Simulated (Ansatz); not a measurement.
`CN[SiH](N)F`, relaxed with RKS PBE0-D4/def2-TZVP in Ansatz from a PBE-D4/def2-SVP geometry. The force threshold is 0.005 eV/Å; the program also tests the step.

Total charge 0; spin multiplicity 1.

Start:

```xyz
12

C    -1.900    0.452    0.000
N    -0.528    0.312   -0.448
Si    0.719   -0.592    0.316
N     2.218    0.050   -0.252
F     0.820   -2.187   -0.087
H    -2.264    1.500   -0.092
H    -1.971    0.181    1.074
H    -2.619   -0.201   -0.547
H    -0.364    0.583   -1.422
H     0.386   -0.596    1.782
H     3.055   -0.536   -0.217
H     2.447    1.034   -0.108
```

(1) By how much does the energy fall, and how many steps does the optimiser take? (An estimate is asked.)

(2) Which bonds change most? (An estimate is asked.)

(3) Give the relaxed structure. (Best estimate.)

## Answers

(1) Ansatz gave: 2.09 kcal/mol, in 7 steps, 1 of them rejected.

(2) Computed: Si3–F5 from 1.648 to 1.605 Å; Si3–N4 from 1.727 to 1.700 Å; N2–Si3 from 1.719 to 1.692 Å; Si3–H10 from 1.503 to 1.483 Å.

(3) Ansatz gave: 
```xyz
12

C    -1.884    0.439    0.004
N    -0.517    0.317   -0.453
Si    0.705   -0.576    0.305
N     2.203    0.038   -0.214
F     0.789   -2.134   -0.073
H    -2.240    1.470   -0.075
H    -1.943    0.155    1.057
H    -2.576   -0.206   -0.549
H    -0.373    0.598   -1.410
H     0.382   -0.570    1.752
H     3.023   -0.544   -0.219
H     2.430    1.014   -0.127
```
